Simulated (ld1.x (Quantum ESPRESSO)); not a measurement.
# Building the TM potential for Cl (LDA (PZ), scalar-relativistic).

```json
{
 "Element": "chlorine (Cl)",
 "Generator": "ld1.x (Quantum ESPRESSO) 7.5",
 "Type": "norm-conserving Troullier–Martins (Kleinman–Bylander form)",
 "Functional": "LDA (PZ)",
 "Relativity": "scalar-relativistic",
 "Frozen core": "[Ne]",
 "Valence charge": "7",
 "Reference configuration": "3s2 3p4.75 (charge +0.25)",
 "Partial waves": "3s (bound): rc 1.00 bohr; 3p (bound): rc 1.55 bohr",
 "Local potential": "all-electron potential smoothed inside 1.00 bohr (lloc = -1)",
 "Core correction": "none"
}
```

All-electron outer shells of the reference configuration (LDA (PZ), scalar-relativistic, ld1.x):

```json
{"shell": "2p", "level (eV)": "-194.61", "outermost node (bohr)": "–", "outermost maximum (bohr)": "0.30"}
{"shell": "3s", "level (eV)": "-23.38", "outermost node (bohr)": "0.56", "outermost maximum (bohr)": "1.27"}
{"shell": "3p", "level (eV)": "-11.25", "outermost node (bohr)": "0.53", "outermost maximum (bohr)": "1.41"}
```

**Question.** Does the generator finish with these settings?

**Answer.** Yes, a potential is produced and its reference levels are reproduced.

**Question.** Estimate the cutoffs (Ry, on a coarse ladder) from which the occupation-weighted sum of valence levels, in a spherical-Bessel basis at the reference potential, stays within 10 and 1 mRy of its value at 400 Ry.

**Answer.** 110 Ry and 230 Ry.

**Question.** Does the potential have ghost states?

**Answer.** No extra level below or beside the all-electron valence levels (s, p, d, f tested).

**Question.** Which valence shell sets the plane-wave cutoff?

**Answer.** 3s: its level needs 160 Ry to come within 1 mRy, against 30 Ry for 3p.

**Question.** Tests: 3s2 3p5; 3s2 3p4; 3s2 3p3; 3s2 3p2; 3s1 3p6; 3s2 3p5.3; 3s1 3p5. Which has the largest error in its energy relative to the reference configuration, and how large is it?

**Answer.** 3s2 3p2, with +186 meV (all-electron minus pseudo) on +75.40 eV.
